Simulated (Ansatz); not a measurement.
`N[SiH2][InH][F]` + H₂Te → `N[SiH2][TeH]` + `[F][InH2]` at 400 K and 1 bar (cleavage of the Si–In bond).

Calculated with Ansatz (gas phase, PBE0-D4/def2-TZVP geometries, no zero-point term in ΔE). CCSD(T)/CBS adds triple-zeta CCSD(T) − MP2 to the extrapolated MP2 energy (def2 sets, frozen cores). Elements past krypton have def2 core potentials. For In, Te outer-core shells are correlated without core-valence functions, which leaves a few kJ/mol of doubt a bond. One conformer a species, not always the lowest.

| species | CCSD(T)/CBS energy (Eh) | H − E (kJ/mol) | S (J/(mol·K)) |
| --- | --- | --- | --- |
| `N[SiH2][InH][F]` | -636.44681 | 168.9 | 407.1 |
| H₂Te | -268.91024 | 45.0 | 239.1 |
| `N[SiH2][TeH]` | -614.55865 | 160.5 | 361.4 |
| `[F][InH2]` | -290.81142 | 53.0 | 281.4 |

H − E and S are ideal-gas, rigid-rotor, harmonic terms from PBE0-D4/def2-TZVP, for one conformer and one mirror image of each species. 1 Eh = 2625.50 kJ/mol, R = 8.31446 J/(mol·K).

Problem. By hand: ΔE, ΔH, ΔS and ΔG.

Solution. ΔE = (-614.55865) + (-290.81142) − (-636.44681) − (-268.91024) = -0.01302 Eh = -34.2 kJ/mol. Δ(H − E) = 160.5 + 53.0 − 168.9 − 45.0 = -0.4, so ΔH = -34.6 kJ/mol. ΔS = 361.4 + 281.4 − 407.1 − 239.1 = -3.4 J/(mol·K). ΔG = -34.6 − 400 × (-3.4)/1000 = -33.2 kJ/mol.

Problem. By hand: the equilibrium constant, and the temperature at which ΔG would vanish if ΔH and ΔS stayed fixed.

Solution. log₁₀ K = −ΔG/(RT ln 10) = 4.3. ΔG = 0 at ΔH/ΔS = 10176 K, far beyond where these terms or the molecules hold.

The number of gas molecules stays the same, so ΔS is small and ΔH decides. A doubt of 5 kJ/mol in ΔE shifts log₁₀ K by 0.7 here. Other conformers and mirror images would add mixing entropy, several J/(mol·K) or more a flexible species. Modes under 60 cm⁻¹, often nearly free rotors, make the harmonic entropy too high. These are equilibria of isolated gas molecules and say nothing of rates. Largest T1 diagnostic: 0.016 (customary marks: 0.02 for closed shells, 0.045 for open ones).
